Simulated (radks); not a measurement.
Problem. The mean radii <r> (bohr) of the occupied orbitals of an atom or ion are listed with their occupations. Method: scalar-relativistic Kohn-Sham, PBE, spin-polarised, spherical densities, finite nucleus; Fermi nuclear charge, rms radius of each element as measured or else 0.836 A^(1/3) + 0.57 fm; computed with a radial shooting solver on a logarithmic mesh with Libxc functionals.

orbital  occ.      <r>
1s up       1  0.02191
1s down     1  0.02191
2s up       1  0.09315
2s down     1  0.09315
2p up       3  0.08222
2p down     3  0.08222
3s up       1   0.2411
3s down     1   0.2410
3p up       3   0.2388
3p down     3   0.2387
3d up       5   0.2160
3d down     5   0.2159
4s up       1   0.4918
4s down     1   0.4918
4p up       2   0.5034

Name the element and its charge. Open shells, if any, are filled with parallel spins first.

Solution. Z = 64, gadolinium, charge +32: Gd32+ in [Ar] 3d10 4s2 4p2. The 1s radius gives Z: for a bare nucleus <r> = (2 gamma + 1)/(2Z) with gamma = sqrt(1 - (Z/c)^2), 0.02163 bohr for Z = 64, and screening makes it slightly larger (0.02191 here). The occupations add up to 32, and the charge is Z minus that.
